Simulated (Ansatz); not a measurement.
Geometry optimisation, RKS PBE0-D4/6-31G in Ansatz.

Input:

```yaml
crystal:
  periodic: [false, false, false]
  atoms:
    - { symbol: Si, position_ang: [0.0, 0.0, 0.0] }
    - { symbol: O, position_ang: [0.0, 0.0, 1.68] }
    - { symbol: H, position_ang: [-0.9095, -0.2814, 2.0171] }
    - { symbol: O, position_ang: [1.5842, 0.0, -0.5594] }
    - { symbol: Si, position_ang: [2.4906, -1.3762, -0.8866] }
    - { symbol: H, position_ang: [1.6598, -2.3521, -1.5857] }
    - { symbol: H, position_ang: [3.6318, -1.0202, -1.7249] }
    - { symbol: H, position_ang: [2.9691, -1.9538, 0.366] }
    - { symbol: O, position_ang: [-0.7913, 1.3709, -0.5594] }
    - { symbol: Si, position_ang: [-2.4002, 1.4263, -1.0396] }
    - { symbol: H, position_ang: [-3.2124, 0.6421, -0.1138] }
    - { symbol: H, position_ang: [-2.862, 2.8114, -1.0378] }
    - { symbol: H, position_ang: [-2.5267, 0.8736, -2.385] }
    - { symbol: H, position_ang: [-0.6877, -1.1914, -0.4862] }
basis:
  gaussian: { orbitals: "6-31G" }
hamiltonian:
  xc: pbe0
  dispersion: d4
relax:
  f_tol: 0.02
  max_steps: 40
```

Run as:

```bash
$ ansatz run input.yaml --threads 1 --pin off --max-ram 2048MiB --backend cpu --events-out ev --progress --plain --runs-dir out
```

Where does it end, and by what steps?

The run converged. Limits of this set-up: no polarisation functions. After 24 steps the energy has fallen by 1.010 eV; H7 moved furthest, 1.76 Å.

```
step  energy less start (eV)  largest force component (eV/Å)  accepted
   0                  0.0000                           1.764       yes
   1                 -0.3903                           0.974       yes
   2                 -0.5455                           0.430       yes
   3                 -0.6643                           0.250       yes
   4                 -0.7557                           0.190       yes
   5                 -0.8010                           0.761       yes
   6                 -0.8801                           0.269       yes
   7                 -0.9050                           0.565       yes
   8                 -0.9064                           1.122       yes
   9                 -0.9732                           0.645       yes
  10                 -0.9941                           0.166       yes
  11                 -0.9978                           0.305       yes
  12                 -0.9970                           0.342        no
  13                 -1.0025                           0.031       yes
  14                 -1.0029                           0.255       yes
  15                 -1.0047                           0.138       yes
  16                 -1.0055                           0.093       yes
  17                 -1.0064                           0.101       yes
  18                 -1.0073                           0.128       yes
  19                 -1.0081                           0.092       yes
  20                 -1.0086                           0.074       yes
  21                 -1.0091                           0.049       yes
  22                 -1.0094                           0.041       yes
  23                 -1.0096                           0.030       yes
  24                 -1.0097                           0.019       yes
```

```xyz
14
Properties=species:S:1:pos:R:3
Si -0.611 -0.903 0.508
O -0.339 -0.501 2.137
H 0.017 0.338 2.458
O 0.825 -1.026 -0.330
Si 2.311 -1.018 -1.131
H 2.448 -2.270 -1.951
H 2.389 0.182 -2.039
H 3.432 -0.948 -0.130
O -1.538 0.272 -0.234
Si -2.052 1.484 -1.299
H -3.539 1.649 -1.170
H -1.375 2.784 -0.958
H -1.705 1.113 -2.716
H -1.317 -2.207 0.541
```

Time of the run: 2.3 min on 1 thread of Arm Neoverse V2, on a shared host, peak memory 0.2 GiB.
